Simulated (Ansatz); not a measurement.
`[CH3][GeH2][I]` + H–F → `[F][GeH2][I]` + CH₄  (ligand exchange at a Ge–C bond)

Computed with Ansatz on PBE0-D4/def2-TZVP structures; ΔE is electronic, products minus reactants. CCSD(T)/CBS is the MP2 limit (def2-TZVPP, def2-QZVPP) plus CCSD(T) − MP2 in def2-TZVPP, frozen cores. This one scheme is used for every species. Functionals use def2-TZVPP. Elements past krypton have def2 core potentials. For Ge, I outer-core shells are correlated without core-valence functions, which leaves a few kJ/mol of doubt a bond. Scalar relativity is left out up to krypton.

CCSD(T)/CBS gives -57.9 kJ/mol.

(1) Another level gave -72.2 kJ/mol. Which?
A. RPA@PBE/def2-TZVPP
B. CAM-B3LYP-D4/def2-TZVPP
C. r2SCANh-D4/def2-TZVPP
D. HF/def2-TZVPP

Largest T1 diagnostic among the species: 0.010.

Answers

(1) C. r2SCANh-D4 -72.2, RPA@PBE/def2-TZVPP -63.5, CAM-B3LYP-D4 -76.9, HF/def2-TZVPP -85.2 kJ/mol.

At CCSD(T), def2-SVP lies −21.2 kJ/mol from the extrapolated value and def2-TZVPP −3.8 kJ/mol. In def2-TZVPP, CCSD(T) changes the Hartree–Fock value by +23.5 kJ/mol (the triples alone add +1.5 kJ/mol) and MP2 by +26.9 kJ/mol.
